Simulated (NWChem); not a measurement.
System: C5H8; SMILES C=C/C=C/C

NWChem input:

```
start job
memory heap 200 mb stack 900 mb global 1100 mb
geometry units angstroms
  C     -0.254717     2.531107     0.000000
  C      0.394499     1.357788     0.000000
  C     -0.249875     0.055671     0.000000
  C      0.411055    -1.114311     0.000000
  C     -0.219741    -2.463938     0.000000
  H     -1.348452     2.575899     0.000000
  H      0.282527     3.482300     0.000000
  H      1.491651     1.355637     0.000000
  H     -1.347742     0.048607     0.000000
  H      1.509000    -1.086358     0.000000
  H      0.090092    -3.049542     0.882478
  H     -1.317902    -2.401867     0.000000
  H      0.090092    -3.049542    -0.882478
end
basis spherical
  * library def2-svp
end
dft
  xc xpbe96 cpbe96
  iterations 150
end
driver
  maxiter 120
end
task dft optimize
task dft freq
```

The level has its own optimisation; frequencies are unscaled. Brackets give each atom's bonded neighbours.

Question: Predict the main results of this run. (PBE/def2-SVP.) Quantities: r C–C [C(CCH)–C(CHH)] (Å); r C–H [C(CHH)–H(C)] (Å); r C–H [C(CCH)–H(C)] (Å); r C–C [C(CCH)–C(CHHH)] (Å); highest harmonic frequency (cm⁻¹); lowest (cm⁻¹); zero-point energy (kcal/mol); dipole (D).

Answer: 
```
Property                           Result
---------------------------------  ------
r C–C [C(CCH)–C(CHH)] (Å)           1.353
r C–H [C(CHH)–H(C)] (Å)             1.102
r C–H [C(CCH)–H(C)] (Å)             1.106
r C–C [C(CCH)–C(CHHH)] (Å)          1.496
highest harmonic frequency (cm⁻¹)    3176
lowest (cm⁻¹)                         138
zero-point energy (kcal/mol)         68.8
dipole (D)                           0.72
```
